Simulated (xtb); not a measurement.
CH4O4, SMILES OC(O)(O)O. All values are semi-empirical tight-binding results from xtb (GFN2-xTB unless named), good for trends rather than for accurate numbers. Coordinates come from a GFN2-xTB optimisation. One conformer was computed; it need not be the lowest.

Computed properties:
```json
{
  "point_group_as_xtb_finds_it": "S4",
  "orbital_gap": "14.07 eV",
  "dipole_moment": "0.00 D",
  "zero_point_energy": "38.2 kcal/mol",
  "G − E(el) at 298.15 K (modified RRHO)": "20.8 kcal/mol",
  "static polarisability (D4 model)": "36.5 bohr³",
  "solvation energy, GFN2-xTB/ALPB(water)": "-17.9 kcal/mol",
  "solvation energy, GFN2-xTB/ALPB(octanol)": "-13.8 kcal/mol"
}
```

Computed IR lines (harmonic; lines under 4 % of the strongest left out, lines within 3 cm⁻¹ merged):
ν (cm⁻¹): 239 (w), 242 (w), 294 (m), 443 (w), 542 (w), 589 (w), 1007 (m), 1122 (s), 1294 (vs), 3549 (w) (against the strongest line: vs over 80 %, s over 45 %, m over 15 %, w over 4 %, vw less)
